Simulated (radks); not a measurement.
Spin polarisation of the 4f12 shell in neutral erbium. Start: [Xe] 4f(up 6, down 6) 6s2; electrons of 4f are moved from spin down to spin up, other shells keep equal spins. Method: scalar-relativistic Kohn-Sham, LDA (Slater exchange, Perdew-Wang correlation), spin-polarised, spherical densities, point nucleus; computed with a radial shooting solver on a logarithmic mesh with Libxc functionals.

moment (Bohr magnetons)  E - E(0) (eV)  e(4f up) (eV)  e(4f down) (eV)  6s down minus up (eV)
0                                0.000         -3.360           -3.360                  0.000
0.5                             -0.045         -3.539           -3.176                  0.013
1                               -0.181         -3.712           -2.987                  0.026
1.5                             -0.408         -3.880           -2.793                  0.038
2                               -0.725         -4.042           -2.594                  0.051

At moment 2 the spin-polarisation energy is -0.725 eV and the 4f exchange splitting 1.449 eV, that is 0.724 eV per Bohr magneton; E = -I m^2/4 would give I = 0.725 eV.
